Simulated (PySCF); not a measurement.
Species: BCl2(vinyl), C₂H₃BCl₂.
Bonds: B1–Cl2, B1–Cl3, B1–C4, C4–C5. Hydrogens: H6 on C4; H7, H8 on C5.

Theory: PBE0-D3(BJ)/def2-SVP geometry optimisation, gas phase (PySCF 2.14.0).

List the bond lengths, angles and torsions at this level.

| bond | length (Å) |
| --- | --- |
| B1–Cl2, B1–Cl3 | 1.755 |
| B1–C4 | 1.544 |
| C4–C5 | 1.342 |
| C4–H6 | 1.096 |
| C5–H7 | 1.095 |
| C5–H8 | 1.095 |

Bonds in one row agree within 0.01 Å and their mean is given. A selection of angles:
| angle | degrees |
| --- | --- |
| Cl2–B1–Cl3 | 118.0 |
| Cl2–B1–C4 | 120.3 |
| Cl3–B1–C4 | 121.7 |
| B1–C4–C5 | 123.1 |
| B1–C4–H6 | 118.2 |
| C5–C4–H6 | 118.7 |
| C4–C5–H7 | 120.9 |
| C4–C5–H8 | 122.3 |
| H7–C5–H8 | 116.9 |

Dihedral angles: Cl2–B1–C4–C5 180° (antiperiplanar).

B1 (boron bonded to C and 2 Cl) is planar (angles 121.7°, 120.3° and 118.0°, sum 360.0°, 0.00 Å off the plane of its three neighbours). The 5 heavy atoms lie in one plane (0.003 Å rms). Of the pairs four or more bonds apart, Cl3···H7 is among the closest relative to their van der Waals radii: 2.79 Å, 95 % of the sum of Bondi's values.

Point group: Cs (every atom within 0.08 Å of its image). Not checked by PBE0-D3(BJ)/def2-SVP frequencies. The numbers are those of one conformer (B1–C4–C5–H 0° and 180°).
